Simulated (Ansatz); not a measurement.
Cost and result for the atomization energy of C$_{2}$H$_{8}$BNO$_{2}$, SMILES `CN(C)B(O)O` (14 atoms, 13 bonds).

```xyz
14

C    -1.077    0.928    0.553
N    -0.094   -0.048    0.174
C     0.004   -1.150    1.099
B     0.716    0.025   -0.983
O     1.619   -0.984   -1.223
O     0.670    1.048   -1.908
H    -1.130    1.752   -0.160
H    -2.080    0.485    0.613
H    -0.851    1.363    1.535
H     0.762   -1.853    0.762
H     0.276   -0.799    2.104
H    -0.952   -1.682    1.183
H     2.104   -0.820   -2.033
H     0.033    1.735   -1.716
```

The species carries charge 0 and has multiplicity 1. Geometry: relaxed with PBE0-D4/def2-TZVP. It is one conformer, not always the lowest. Program: Ansatz. All runs use 4 threads of an Arm Neoverse V2 on a shared host. Times are those of one run each, without the atoms' runs, and a repeat can differ threefold. Electronic energies, without spin–orbit coupling; frozen cores. CCSD(T)/CBS adds CCSD(T) − MP2 in def2-TZVPP to the MP2 limit, and its time is that of the two runs behind it. T1 = 0.011. HSE06 is the plane-wave form, built on full-range PBE exchange.

CCSD(T)/CBS is a level of theory with its own doubt, some kJ/mol a heavy atom from the limit and from the frozen cores, so smaller differences don't rank the functionals.

```json
{"level": "LDA (SPW92)/def2-TZVPP", "functions": "298", "wall time": "1.4 s", "atomization (kcal/mol)": "1572.3", "difference from CCSD(T)/CBS": "207.7", "per bond": "16.0"}
{"level": "BLYP-D4/def2-TZVPP", "functions": "298", "wall time": "2.5 s", "atomization (kcal/mol)": "1367.9", "difference from CCSD(T)/CBS": "3.3", "per bond": "0.3"}
{"level": "PBE0-D4/def2-TZVPP", "functions": "298", "wall time": "3.3 s", "atomization (kcal/mol)": "1368.5", "difference from CCSD(T)/CBS": "3.9", "per bond": "0.3"}
{"level": "HSE06-D4/def2-TZVPP", "functions": "298", "wall time": "3.4 s", "atomization (kcal/mol)": "1369.6", "difference from CCSD(T)/CBS": "5.0", "per bond": "0.4"}
{"level": "CAM-B3LYP-D4/def2-TZVPP", "functions": "298", "wall time": "3.5 s", "atomization (kcal/mol)": "1376.3", "difference from CCSD(T)/CBS": "11.7", "per bond": "0.9"}
{"level": "r2SCANh-D4/def2-TZVPP", "functions": "298", "wall time": "4.7 s", "atomization (kcal/mol)": "1358.6", "difference from CCSD(T)/CBS": "-6.0", "per bond": "-0.5"}
{"level": "ωB97X-V/def2-TZVPP", "functions": "298", "wall time": "8 s", "atomization (kcal/mol)": "1366.5", "difference from CCSD(T)/CBS": "1.9", "per bond": "0.1"}
{"level": "B97M-V/def2-TZVPP", "functions": "298", "wall time": "11 s", "atomization (kcal/mol)": "1365.3", "difference from CCSD(T)/CBS": "0.7", "per bond": "0.0"}
{"level": "CCSD(T)/def2-SVP", "functions": "124", "wall time": "11 s", "atomization (kcal/mol)": "1299.8", "difference from CCSD(T)/CBS": "-64.8", "per bond": "-5.0"}
{"level": "ωB97M-V/def2-TZVPP (with forces)", "functions": "298", "wall time": "12 s", "atomization (kcal/mol)": "1371.1", "difference from CCSD(T)/CBS": "6.5", "per bond": "0.5"}
{"level": "MP2/def2-QZVPP", "functions": "582", "wall time": "29 s", "atomization (kcal/mol)": "1377.6", "difference from CCSD(T)/CBS": "13.0", "per bond": "1.0"}
{"level": "CCSD(T)/def2-TZVPP", "functions": "298", "wall time": "13 min", "atomization (kcal/mol)": "1329.8", "difference from CCSD(T)/CBS": "-34.8", "per bond": "-2.7"}
{"level": "CCSD(T)/CBS(def2)", "functions": "–", "wall time": "14 min", "atomization (kcal/mol)": "1364.6", "difference from CCSD(T)/CBS": "0.0", "per bond": "0.0"}
```

From BLYP to BHLYP (50 % exact exchange), in def2-TZVPP and without D4, the atomization energy moves by −36.5 kcal/mol: exact exchange takes away binding that semilocal exchange gives to molecules. At CCSD(T), def2-SVP lies −64.8 kcal/mol from the extrapolated value and def2-TZVPP −34.8 kcal/mol: correlation converges slowly with the basis, and small sets miss more of it in the bonded molecule than in its fragments. The D4 term adds +9.7 kcal/mol with B3LYP and +5.1 kcal/mol with PBE0; it sums over pairs of atoms, weighted by their polarisabilities, and B3LYP, whose exchange is more repulsive, gets the larger term.

B3LYP here is the variant with VWN-RPA as its local correlation; programs differ in this.
